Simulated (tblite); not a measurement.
Run record: molecular-dynamics run, `F/C=C(\F)C1=CC1`.

Computed with GFN2-xTB (tblite), gas phase: Langevin dynamics at 300 K from the optimised GFN2-xTB geometry, time step 0.5 fs, friction 0.01 fs⁻¹, 2000 steps. A driver script takes a list of jobs; this job's settings line and coordinates (Å) are shown. «temperature» is in K, «steps» counts time steps and «every» is the stride of the printed frames; «frames» go on to single points.

Command:
```bash
OMP_NUM_THREADS=1 python probes_run.py task.json out
```

Input:
```
{"job": {"kind": "md", "xc": "GFN2-xTB", "basis": "xTB", "temperature": 300, "steps": 2000, "every": 50, "frames": 5}, "charge": 0, "multiplicity": 1}
F      3.219639     0.016730    -0.187913
C      1.921026     0.285792    -0.040122
C      0.957312    -0.623975    -0.220874
F      1.259088    -1.891967    -0.570232
C     -0.419989    -0.333390    -0.063776
C     -1.681714    -0.683401    -0.080537
C     -1.407187     0.745734     0.273423
H      1.716711     1.306908     0.239307
H     -2.435961    -1.415108    -0.225842
H     -1.612947     1.524721    -0.451898
H     -1.510555     1.070626     1.302500
```

**Question.** Estimate the output. One trajectory will do; the random numbers aren't given.

**Answer.** 
```
t/fs     T/K      E/eV
    0.0   263.2   -600.86217
   25.0   149.3   -600.69395
   50.0   176.1   -600.71505
   75.0   168.0   -600.61530
  100.0   196.2   -600.65592
  125.0   222.6   -600.70427
  150.0   263.1   -600.67857
  175.0   231.4   -600.61216
  200.0   290.5   -600.61010
  225.0   319.9   -600.60580
  250.0   302.2   -600.52489
  275.0   204.1   -600.44247
  300.0   236.6   -600.46019
  325.0   213.4   -600.50333
  350.0   322.2   -600.55538
  375.0   327.6   -600.44644
  400.0   351.3   -600.57055
  425.0   396.7   -600.53619
  450.0   285.4   -600.39300
  475.0   358.5   -600.33978
  500.0   432.7   -600.57891
  525.0   331.5   -600.49070
  550.0   356.8   -600.57621
  575.0   356.8   -600.49317
  600.0   402.8   -600.46612
  625.0   339.7   -600.44836
  650.0   344.6   -600.45045
  675.0   307.1   -600.51327
  700.0   228.1   -600.61816
  725.0   262.1   -600.54458
  750.0   337.3   -600.54201
  775.0   269.1   -600.45236
  800.0   282.5   -600.54751
  825.0   294.0   -600.58683
  850.0   418.2   -600.65757
  875.0   325.7   -600.47108
  900.0   212.6   -600.54514
  925.0   236.2   -600.48930
  950.0   204.6   -600.55941
  975.0   310.2   -600.64382
 1000.0   248.9   -600.60579
```

E is the potential energy; T comes from the kinetic energy over all 3N coordinates.

**Question.** Sum up the printed frames.

**Answer.** 41 frames over 1000 fs. T runs from 149 K (25 fs) to 433 K (500 fs), with a mean of 287 K over all frames and 310 K from 500 fs on. E starts at -600.862 eV, peaks 0.522 eV above that at 475 fs, and averages 0.325 eV above it from 500 fs on.

**Question.** Give the last frame.

**Answer.** 0.13 Å rms from the start after alignment:
```
atom  x, y, z in Å
F1      3.146   -0.898   -0.011
C2      1.927   -0.450    0.213
C3      0.880   -1.050   -0.371
F4      1.111   -2.040   -1.251
C5     -0.533   -0.782   -0.171
C6     -1.799   -0.867   -0.633
C7     -1.488    0.163    0.484
H8      1.898    0.340    0.911
H9     -2.580   -1.202   -1.316
H10    -1.531    1.217    0.241
H11    -1.772   -0.004    1.521
```

Rough CPU time on one thread of a shared machine: about 20 s.
